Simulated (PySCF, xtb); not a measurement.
GaClBr2, SMILES [Cl][Ga]([Br])[Br].

Harmonic wavenumbers (cm⁻¹) from GFN2-xTB (xtb) at its own minimum, in rising order: 77, 90, 102, 229, 320, 396.

What does PBE0-D3(BJ)/def2-SVP (PySCF) give at its own minimum? (An estimate is asked for; the answer gives what the named calculation found.)

86, 108, 120, 261, 361, 451. Paired by order, the mean absolute difference is 29 cm⁻¹ and the zero-point energies are 1.7 and 2.0 kcal/mol.
